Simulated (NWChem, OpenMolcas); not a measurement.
CH4F2OSi (SMILES C[Si](O)(F)F): the vertical ionisation energy, rung by rung

The species is CH4F2OSi (9 atoms), meant as a singlet with charge 0. SMILES: `C[Si](O)(F)F`. Geometry: relaxed at PBE0-D4/def2-TZVP. This is one conformer, not always the lowest.

Quantity: the vertical ionisation energy (to the doublet cation), in eV. The values are calculated.

```
         level                 kind     program  value (eV)  CPU time (all runs)
    HF/cc-pVDZ         Hartree–Fock  OpenMolcas       12.12                 30 s
revPBE/cc-pVDZ                  GGA  OpenMolcas       11.46              6.3 min
  TPSS/cc-pVDZ             meta-GGA  OpenMolcas       11.58              6.4 min
r2SCAN/cc-pVDZ             meta-GGA  OpenMolcas       11.88              5.2 min
 B3LYP/cc-pVDZ        global hybrid  OpenMolcas       12.12              3.1 min
 BHLYP/cc-pVDZ        global hybrid  OpenMolcas       12.67              2.9 min
  PBE0/cc-pVDZ        global hybrid  OpenMolcas       12.22                3 min
   MP2/cc-pVDZ  perturbation theory      NWChem       12.62              6.6 min
```

The values span 11.46 to 12.67 eV. CPU times are rough (shared hosts, several kinds of processor and program).
